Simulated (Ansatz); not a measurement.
Molecule: BaO (charge 0, singlet). 
Coordinates optimised at B3LYP-D3(BJ)/def2-TZVP (Ansatz, a quantum-chemistry and plane-wave program):
```
Ba
O 1 1.9467
```
Charge 0, spin multiplicity 1.

Basis-set convergence of Hartree-Fock and CCSD correlation energies (hartree) with Ansatz. Correlated levels leave the core frozen unless marked. No spin-orbit coupling. Frozen are the shells of the preceding noble gas and the d and f shells that filled before the atom's block. The outer core of K, Ca and their heavier congeners is not correlated, a term that matters for these elements. Past Kr the def2 sets carry scalar-relativistic core potentials.

```
basis        functions      E(HF)  E(corr, CCSD)
-----------  ---------  ---------  -------------
def2-SVPD           56  -99.86305       -0.23820
def2-TZVPPD         80  -99.98752       -0.27903
def2-QZVPPD        126  -99.99557       -0.29627
```

Extrapolating the two largest sets (X = 3 and 4) as X^-3: E(corr) = (64·(-0.29627) - 27·(-0.27903))/37 = -0.3089 Eh, an estimate of the basis-set limit. The largest set recovers 95.9 % of it, the smallest 77.1 %.
